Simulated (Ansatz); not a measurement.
Consider the redistribution: `OBO` + `[NH2][GeH2][NH][SiH](N)F` → `[NH2][GeH2][B](O)O` + `N[SiH](N)F`.

Program: Ansatz. Geometries: PBE0-D4/def2-TZVP. ΔE: electronic, gas phase. CCSD(T)/CBS adds triple-zeta CCSD(T) − MP2 to the extrapolated MP2 energy (def2 sets, frozen cores). This one scheme is used for every species. DFT in def2-TZVPP. B3LYP here is the variant with VWN-RPA as its local correlation; programs differ in this. For Ge outer-core shells are correlated without core-valence functions, which leaves a few kJ/mol of doubt a bond. Scalar relativity is left out up to krypton. One conformer a species, not always the lowest.

| level | ΔE (kJ/mol) | difference from CCSD(T)/CBS |
| --- | --- | --- |
| PBE-D4 | 37.2 | -12.5 |
| r2SCAN-D4 | 44.7 | -5.0 |
| PBE0-D4 | 42.5 | -7.2 |
| B3LYP-D4 | 49.5 | -0.2 |
| ωB97M-V | 49.5 | -0.2 |
| r2SCAN | 43.1 | -6.6 |
| PBE0 | 37.5 | -12.2 |
| B3LYP | 40.6 | -9.1 |
| HF/def2-TZVPP | 57.6 | 7.9 |
| CCSD/def2-TZVPP | 52.1 | 2.4 |
| CCSD(T)/CBS | 49.7 | 0 |

Largest T1 diagnostic among the species: 0.013.

The D4 term adds +8.9 kJ/mol with B3LYP and +5.0 kJ/mol with PBE0; it sums over pairs of atoms, weighted by their polarisabilities, and B3LYP, whose exchange is more repulsive, gets the larger term. From PBE to PBE0 (25 % exact exchange), in def2-TZVPP and without D4, ΔE moves by +5.9 kJ/mol.
